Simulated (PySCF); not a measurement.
**InBr⁺ from Hartree–Fock to correlated methods**

State: ²Σ⁺ (doublet), unpaired electrons σ ↑. Set-up: In def2-TZVPPD with ECP28, Br def2-TZVPPD; scalar-relativistic core potentials (PySCF 2.14). De refers to In⁺ + Br in their high-spin ground configurations, without counterpoise correction. The functionals are run spin-unrestricted. A positive dipole points towards Br; it is taken about the centre of mass and depends on that origin.

```
      Level  Re (Å)  ωe (cm⁻¹)  De (eV)  μ (D)
        UHF   2.449        217    0.056  -4.90
    UHF-MP2   2.424        239    0.442    n/a
UHF-SCS-MP2   2.446        219    0.250    n/a
        PBE   2.492        206     0.68  -3.80
     revPBE   2.509        197     0.52  -3.92
       BLYP   2.554        176    0.434  -3.81
     r²SCAN   2.442        233     0.78  -3.95
    r²SCANh   2.437        235     0.74  -4.03
       PBE0   2.457        220     0.62  -4.08
  BHandHLYP   2.480        198    0.350  -4.28
    ωB97X-V   2.447        219     0.50  -4.26
     B2PLYP   2.479        205    0.430  -4.31
```

Problem. What does the step from GGA to meta-GGA do here, going from PBE to r²SCAN?

Solution. r²SCAN less PBE: -5.0 pm in Re, +13.1 % in ωe, +0.10 eV in De. 

Problem. What does second-order correlation do here, going from UHF to UHF-MP2?

Solution. UHF-MP2 less UHF: -2.5 pm in Re, +10.1 % in ωe, +0.39 eV in De. Correlation nearly always deepens the well. The bond shortens, as in weak, metallic or heavy-atom bonds, where dispersion and the correlation of outer-core electrons pull the atoms together.

Correlated steps freeze 13 core orbitals. These are scalar-relativistic numbers at best; spin–orbit coupling would shift them, the dissociation energy most. For an ion De counts to the pair picked by the measured ionisation energies or electron affinities, which need not be the lowest pair at this level. B2PLYP dipoles, levels and charges come from its SCF part alone. The state is the lowest determinant that a PBE0 search found; another state may lie lower at other levels.

The whole job (state search and all levels along the bond) took about 5.9 min on 2 threads of Arm Neoverse V2 (shared host), peak memory 6 GiB.
